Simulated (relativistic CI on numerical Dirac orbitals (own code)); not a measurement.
Hyperfine structure of Au42+, mass number 197

Calculated at this level of theory: Dirac-Coulomb-Breit CI, orbitals from a KLI potential per configuration, QED by a radiative potential, unscaled Slater integrals (own radial code, finite nucleus).

CI space (outside the closed core [Ar] 3d10): 4s²4p⁶4d, 4s²4p⁶4f, 4s²4p⁵4d², 4s4p⁶4d², 4s²4p⁵4d4f, 4s4p⁶4d4f, 4s²4p⁶5s, 4s²4p⁶5p, 4p⁶4d³, 4p⁵4d⁴, 4p⁵4d³4f, 4s4p⁶4f², 4s4p⁵4f³, 4p⁶4f³. Double excitations out of closed p, d and f shells are left out; levels of such configurations are missing from the list, as are those of other unlisted configurations, and high levels can miss mixing partners.

Nuclear spin I = 3/2, μ = 0.1452 μN, Q = 0.547 b (tables of Stone and Pyykkö). The electronic factors are computed for point nuclear moments, without core polarisation or the Bohr-Weisskopf and QED corrections.

| Level | E (eV) | A (MHz) | B (MHz) |
| --- | --- | --- | --- |
| 4s²4p⁶4d ²D3/2 | 0.000 | 3541 | 14100 |
| 4s²4p⁶4d ²D5/2 | 27.259 | 1405 | 16500 |
| 4s²4p⁵4d² ⁴D°1/2 | 171.338 | 603.5 |  |
| 4s²4p⁵4d² ⁴G°9/2 | 198.265 | 3645 | -73800 |
| 4s²4p⁵4d² ²H°11/2 | 203.083 | 3489 | -55700 |

Levels with J = 0, under 50 % of one LS term, or S terms without an open s electron are left out. Small factors come from cancelling terms and can be off by tens of per cent or more.

At this charge energies of transitions that change n are usually good to better than 1 %, and those within a shell (Δn = 0) to a few per cent.

Give the hyperfine levels of 4s²4p⁶4d ²D3/2 relative to its centre of gravity.

With K = F(F + 1) − I(I + 1) − J(J + 1), E = AK/2 + B[¾K(K + 1) − I(I + 1)J(J + 1)]/[2I(2I − 1)J(2J − 1)]: F = 0: 4286, F = 1: -6225, F = 2: -13190, F = 3: 11480 MHz.

LS names give the leading component of a level, which can be under half, so a name can repeat, a term be missing and a line seem to break the LS rules.
